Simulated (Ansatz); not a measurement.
Start from `[Br][InH][Br]` and change one atom or group to get `[SH][In]([Br])[Br]`.

Ansatz, PBE0-D4/def2-TZVP geometries, multiplicity 1. Each molecule was computed in one conformer, which needn't be the lowest.

Elements past krypton have def2 core potentials. Scalar relativity is left out up to krypton. Spin–orbit coupling is left out; it splits and shifts lone-pair levels of the heavy atoms by tenths of an eV.

```json
{"property": "LUMO energy (ωB97M-V/def2-TZVPP) / eV", "`[Br][InH][Br]`": "-0.47"}
{"property": "zero-point energy (PBE0-D4/def2-TZVP) / kJ/mol", "`[Br][InH][Br]`": "19.8"}
{"property": "HOMO–LUMO gap (B3LYP/def2-TZVPP) / eV", "`[Br][InH][Br]`": "5.80"}
{"property": "LUMO energy (PBE/def2-TZVPP) / eV", "`[Br][InH][Br]`": "-2.78"}
{"property": "HOMO energy (PBE/def2-TZVPP) / eV", "`[Br][InH][Br]`": "-7.11"}
{"property": "size of the dipole moment (B3LYP/def2-TZVPP) / D", "`[Br][InH][Br]`": "2.13"}
```

**Question.** Give the same properties after the change, and the shifts. (Estimate.)

**Answer.** Computed: 
```json
{"property": "LUMO energy (ωB97M-V/def2-TZVPP) / eV", "`[SH][In]([Br])[Br]`": "-0.68", "shift": "-0.21"}
{"property": "zero-point energy (PBE0-D4/def2-TZVP) / kJ/mol", "`[SH][In]([Br])[Br]`": "28.4", "shift": "8.6"}
{"property": "HOMO–LUMO gap (B3LYP/def2-TZVPP) / eV", "`[SH][In]([Br])[Br]`": "5.08", "shift": "-0.72"}
{"property": "LUMO energy (PBE/def2-TZVPP) / eV", "`[SH][In]([Br])[Br]`": "-3.38", "shift": "-0.60"}
{"property": "HOMO energy (PBE/def2-TZVPP) / eV", "`[SH][In]([Br])[Br]`": "-6.95", "shift": "0.16"}
{"property": "size of the dipole moment (B3LYP/def2-TZVPP) / D", "`[SH][In]([Br])[Br]`": "1.35", "shift": "-0.78"}
```

With PBE0 the HOMO rises by 0.19 eV and the LUMO falls by 0.53 eV, so the gap narrows by about 0.72 eV. PBE moves the HOMO by 0.16 eV and ωB97M-V by 0.19 eV. The zero-point energy changes by 8.6 kJ/mol with +3 modes. Dipoles are sizes alone; their direction can turn.

B3LYP here is the variant with VWN-RPA as its local correlation; programs differ in this.
